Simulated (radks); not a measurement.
Species: the xenon ion Xe3+. Configuration: [Kr] 4d10 5s1.75 5p3 5d0.25 (fractional occupations, a model configuration).

Method: scalar-relativistic Kohn-Sham, exchange-only r2SCAN, spin-unpolarised, spherical densities, finite nucleus; meta-GGA in the generalised Kohn-Sham scheme; Fermi nuclear charge, rms radius 4.7859 fm; computed with a radial shooting solver on a logarithmic mesh with Libxc functionals.

Energy parts (hartree):
| part | energy |
|---|---|
| total | -7442.47152 |
| kinetic | 7829.26398 |
| electron-nucleus | -17953.53470 |
| Hartree | 2864.96874 |
| exchange | -183.16955 |

Orbitals (lengths in bohr, moments of r in powers of bohr; r(90%) holds 90 % of the orbital's charge):
[
 {"orbital": "1s", "occ.": "2", "eigenvalue (hartree)": "-1266.640", "r(90%)": "0.0480"},
 {"orbital": "2s", "occ.": "2", "eigenvalue (hartree)": "-198.8548", "r(90%)": "0.177"},
 {"orbital": "2p", "occ.": "6", "eigenvalue (hartree)": "-178.4389", "r(90%)": "0.163"},
 {"orbital": "3s", "occ.": "2", "eigenvalue (hartree)": "-41.93328", "r(90%)": "0.449"},
 {"orbital": "3p", "occ.": "6", "eigenvalue (hartree)": "-35.29128", "r(90%)": "0.456"},
 {"orbital": "3d", "occ.": "10", "eigenvalue (hartree)": "-25.45520", "r(90%)": "0.440"},
 {"orbital": "4s", "occ.": "2", "eigenvalue (hartree)": "-8.68874", "r(90%)": "1.03"},
 {"orbital": "4p", "occ.": "6", "eigenvalue (hartree)": "-6.56767", "r(90%)": "1.11"},
 {"orbital": "4d", "occ.": "10", "eigenvalue (hartree)": "-3.45661", "r(90%)": "1.32"},
 {"orbital": "5s", "occ.": "1.75", "eigenvalue (hartree)": "-1.84833", "r(90%)": "2.53"},
 {"orbital": "5p", "occ.": "3", "eigenvalue (hartree)": "-1.34654", "r(90%)": "2.91"},
 {"orbital": "5d", "occ.": "0.25", "eigenvalue (hartree)": "-0.69300", "r(90%)": "4.11"}
]

The highest occupied level is 5d at -18.858 eV. The electron density at the nucleus is 2.805e+05 e/bohr^3 (large components only). The density falls to 0.001 e/bohr^3 at r = 3.75 bohr.
